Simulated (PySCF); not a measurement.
# HfCl⁺: one state, many levels of theory

State: ³Δ (triplet), unpaired electrons σ ↑, δ ↑. Set-up: PySCF, scalar-relativistic core potentials, basis sets Hf def2-TZVPPD with ECP60, Cl def2-TZVPPD. De refers to Hf⁺ (5d1 6s2) + Cl in their high-spin ground configurations, without counterpoise correction. The functionals are run spin-unrestricted. A positive dipole points towards Cl; it is taken about the centre of mass and depends on that origin.

```csv
Level,Re (Å),ωe (cm⁻¹),De (eV),μ (D),"CPU s a point (SCF and correlation, without the integrals)"
UHF,2.272,434,n/a,-4.93,3
UHF-MP2,2.229,455,n/a,n/a,5.1
UHF-SCS-MP2,2.240,448,n/a,n/a,n/a
UHF-CCSD,2.243,447,4.32,n/a,n/a
UHF-CCSD(T),2.243,446,4.43,n/a,200
LDA,2.208,454,n/a,-2.77,3
PBE,2.234,437,n/a,-3.06,2.6
BP86,2.237,435,n/a,-3.04,1.8
TPSS,2.241,437,n/a,-3.40,3.9
r²SCAN,2.233,444,n/a,-3.52,3.1
r²SCANh,2.231,447,n/a,-3.66,4.9
PBE0,2.226,448,n/a,-3.58,4.7
BHandHLYP,2.242,444,n/a,-4.08,3.4
CAM-B3LYP,2.237,445,n/a,-3.80,7.8
```

What does all correlation do here, going from UHF to UHF-CCSD(T)?

UHF-CCSD(T) less UHF: -2.9 pm in Re, +2.8 % in ωe. Correlation nearly always deepens the well. The bond shortens, as in weak, metallic or heavy-atom bonds, where dispersion and the correlation of outer-core electrons pull the atoms together.

Correlated steps freeze 5 core orbitals. De is left out where the level can put another filling of the metal’s s and d shells below the measured ground configuration, by anything from nothing to about 1 eV. These are scalar-relativistic numbers at best; spin–orbit coupling would shift them, the dissociation energy most. For an ion De counts to the pair picked by the measured ionisation energies or electron affinities, which need not be the lowest pair at this level. The state is the lowest single determinant that the PBE0 search found; with open d or f shells the true ground state can be another one.

The whole job (state search and all levels along the bond) took about 22 min on 2 threads of Intel Xeon Platinum 8488C (shared host), peak memory 6.5 GiB.
